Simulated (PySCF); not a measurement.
C3H7FOSi, SMILES C/C(=C\F)[SiH2]O. Geometry: PBE0-D3(BJ)/def2-SVP. The structure was generated by enumeration; whether it is a known compound was not checked. One conformer was computed; it need not be the lowest.

Question: Give the equilibrium geometry at PBE0-D3(BJ)/def2-SVP (PySCF confirms it by a frequency run) as Cartesian coordinates in Å. (An estimate is asked for; the answer gives what the named calculation found.)

Answer: One answer among several that fit: 
```xyz
13

C     -2.0343    -0.3424    -0.0941
C     -0.5781     0.0221    -0.0889
C     -0.1418     1.2375    -0.4278
F     -0.9555     2.2303    -0.7899
Si     0.7180    -1.2361     0.3871
O      2.2314    -0.5329     0.4685
H     -2.6634     0.5097    -0.3862
H     -2.3616    -0.6864     0.9009
H     -2.2340    -1.1693    -0.7958
H      0.9105     1.5380    -0.4474
H      0.3314    -1.8454     1.7012
H      0.8103    -2.3153    -0.6358
H      2.4270    -0.0379     1.2689
```
Charge 0, spin multiplicity 1.
